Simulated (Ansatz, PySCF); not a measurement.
This PySCF input computes a CAM-B3LYP/def2-TZVPD energy:

```python
from pyscf import gto, scf, dft

mol = gto.M(
    atom='''
    C    -1.11056998    0.02553653   -0.04779558
    Si    0.64940984   -0.11713465    0.02966460
    H    -1.69010245    0.94834355   -0.08800704
    H    -1.74251990   -0.86510146   -0.05979506
    H     1.00430453    1.40342380    0.01927110
    ''',
    basis='def2-tzvpd',
    charge=-1,
    spin=0,
    verbose=4,
)

mf = dft.RKS(mol, xc='camb3lyp').density_fit(auxbasis='def2-universal-jkfit')
mf.grids.level = 3
mf.conv_tol = 1e-9
mf.max_cycle = 100
mf.max_memory = 1500
mf.kernel()
if not mf.converged:
    mf = mf.newton()
    mf.kernel(mf.make_rdm1())
mf.analyze()
```

Task: Write an input for the same energy in Ansatz (an electronic-structure program) and say what it gives.

Result: 
Ansatz 0.2 input:
```yaml
crystal:
  periodic: [false, false, false]
  atoms:
    - {symbol: C, position_ang: [-1.11056998, 0.02553653, -0.04779558]}
    - {symbol: Si, position_ang: [0.64940984, -0.11713465, 0.02966460]}
    - {symbol: H, position_ang: [-1.69010245, 0.94834355, -0.08800704]}
    - {symbol: H, position_ang: [-1.74251990, -0.86510146, -0.05979506]}
    - {symbol: H, position_ang: [1.00430453, 1.40342380, 0.01927110]}
basis:
  gaussian:
    orbitals: def2-TZVPD
hamiltonian:
  xc: {name: CAM-B3LYP}
total_charge: -1
output: {forces: true}
```
It gives -329.36161 Eh, and PySCF -329.36165 Eh, a difference of 0.04 mEh, from the treatment of integrals and grids.

It need not be the lowest isomer of its formula. Whether it binds its extra electron was not tested at this geometry.
